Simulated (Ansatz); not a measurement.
Cl2FGeH3Si, SMILES `F[Si](Cl)(Cl)[GeH3]`, 8 atoms. Total charge 0; spin multiplicity 1. Correlated methods include outer-core shells of Ge, which these sets cover unevenly. Scalar relativity is left out up to krypton. All runs use 4 threads of a server CPU on a shared host. Correlated methods freeze the cores.

(1) Give the basis size and wall time and peak host memory of each of these runs in Ansatz. RKS B2PLYP (frozen core)/def2-TZVPP energy; RHF-CCSD(T)/def2-SVP energy; RKS ωB97M-V/def2-SVP energy; RHF-CCSD(T)/def2-TZVPP energy; RHF-MP2/def2-QZVPP energy; RKS PBE0-D4/def2-TZVP relaxation (7 steps); RKS revPBE-D4/def2-TZVPP energy; direct RPA on PBE orbitals/def2-TZVPP energy; RKS r2SCANh-D4/def2-TZVPP energy; RKS PBE0-D4/def2-SVP energy; RKS PBE0-D4/def2-QZVPP energy; RKS ωB97M-V/def2-TZVPP energy and forces. (Estimate.)

Answers

(1) Computed: Other jobs shared the machine, so times are rough.

```json
{"level": "RKS PBE0-D4/def2-SVP", "job": "energy", "functions": "115", "wall time": "1.3 s", "peak host memory (GiB)": "0.29"}
{"level": "RKS revPBE-D4/def2-TZVPP", "job": "energy", "functions": "247", "wall time": "1.9 s", "peak host memory (GiB)": "0.4"}
{"level": "RKS ωB97M-V/def2-SVP", "job": "energy", "functions": "115", "wall time": "4.1 s", "peak host memory (GiB)": "0.42"}
{"level": "direct RPA on PBE orbitals/def2-TZVPP", "job": "energy", "functions": "247", "wall time": "4.2 s", "peak host memory (GiB)": "0.57"}
{"level": "RKS B2PLYP (frozen core)/def2-TZVPP", "job": "energy", "functions": "247", "wall time": "5.5 s", "peak host memory (GiB)": "0.72"}
{"level": "RHF-CCSD(T)/def2-SVP", "job": "energy", "functions": "115", "wall time": "6 s", "peak host memory (GiB)": "0.53"}
{"level": "RKS r2SCANh-D4/def2-TZVPP", "job": "energy", "functions": "247", "wall time": "6 s", "peak host memory (GiB)": "1"}
{"level": "RKS PBE0-D4/def2-QZVPP", "job": "energy", "functions": "446", "wall time": "10 s", "peak host memory (GiB)": "2.3"}
{"level": "RKS ωB97M-V/def2-TZVPP", "job": "energy and forces", "functions": "247", "wall time": "11 s", "peak host memory (GiB)": "1.2"}
{"level": "RHF-MP2/def2-QZVPP", "job": "energy", "functions": "446", "wall time": "19 s", "peak host memory (GiB)": "2.5"}
{"level": "RKS PBE0-D4/def2-TZVP", "job": "relaxation (7 steps)", "functions": "208", "wall time": "28 s", "peak host memory (GiB)": "0.74"}
{"level": "RHF-CCSD(T)/def2-TZVPP", "job": "energy", "functions": "247", "wall time": "2.6 min", "peak host memory (GiB)": "4.8"}
```
